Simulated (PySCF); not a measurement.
## Electron correlation in Gd⁺ (gadolinium, charge +1)

Starting occupation: [Xe] 4f7 5d1 6s1, 4f5/2 with m_j = -5/2, -3/2, -1/2, +1/2, +3/2, +5/2, 4f7/2 with m_j = +7/2, 5d3/2 with m_j = -3/2, 6s1/2 with m_j = +1/2. Computed with PySCF 2.14 in x2c-TZVPall-2c with one added diffuse shell each of s, p, d, f type (12s12p11d5f1g, 147 functions), with X2C-1e with screened-nucleus spin-orbit coupling, Gaussian nucleus. Frozen: [Ar] 3d10; 35 electrons correlated; the 18 highest virtual spinors left out.

MP2 pair energies summed by pair of shells (mhartree):

```json
{"pair": "4d-4d", "energy": "-154.07", "share (%)": "15.3"}
{"pair": "4d-4f", "energy": "-130.85", "share (%)": "13.0"}
{"pair": "5p-5p", "energy": "-110.29", "share (%)": "11.0"}
{"pair": "4d-5p", "energy": "-91.04", "share (%)": "9.0"}
{"pair": "4f-5p", "energy": "-78.10", "share (%)": "7.8"}
{"pair": "4f-4f", "energy": "-75.95", "share (%)": "7.5"}
{"pair": "4d-4p", "energy": "-75.90", "share (%)": "7.5"}
{"pair": "4f-4p", "energy": "-42.07", "share (%)": "4.2"}
{"pair": "5p-5s", "energy": "-32.50", "share (%)": "3.2"}
{"pair": "5d-5p", "energy": "-28.57", "share (%)": "2.8"}
{"pair": "4d-5s", "energy": "-24.22", "share (%)": "2.4"}
{"pair": "4p-4p", "energy": "-21.65", "share (%)": "2.2"}
{"pair": "4d-4s", "energy": "-20.67", "share (%)": "2.1"}
{"pair": "5p-6s", "energy": "-19.62", "share (%)": "1.9"}
{"pair": "4f-5s", "energy": "-18.93", "share (%)": "1.9"}
{"pair": "4p-5p", "energy": "-13.62", "share (%)": "1.4"}
{"pair": "4p-4s", "energy": "-10.57", "share (%)": "1.1"}
{"pair": "4f-4s", "energy": "-10.39", "share (%)": "1.0"}
{"pair": "4f-5d", "energy": "-8.07", "share (%)": "0.8"}
{"pair": "4p-5s", "energy": "-6.94", "share (%)": "0.7"}
{"pair": "5s-5s", "energy": "-5.69", "share (%)": "0.6"}
{"pair": "4d-5d", "energy": "-5.43", "share (%)": "0.5"}
{"pair": "4f-6s", "energy": "-3.91", "share (%)": "0.4"}
{"pair": "5d-6s", "energy": "-3.79", "share (%)": "0.4"}
{"pair": "5d-5s", "energy": "-3.55", "share (%)": "0.4"}
{"pair": "4d-6s", "energy": "-2.71", "share (%)": "0.3"}
{"pair": "4s-5p", "energy": "-2.26", "share (%)": "0.2"}
{"pair": "4s-4s", "energy": "-1.83", "share (%)": "0.2"}
{"pair": "5s-6s", "energy": "-1.10", "share (%)": "0.1"}
{"pair": "4s-5s", "energy": "-1.05", "share (%)": "0.1"}
```

Total MP2 correlation energy: -1006.6 mhartree.

The GHF reference relaxed away from the jj start to a determinant that is no pure jj level (⟨S²⟩ = 24.59, ⟨J²⟩ = 12.48); the energies belong to that determinant.

This basis was not built for core-valence correlation, so the inner-shell part is incomplete.
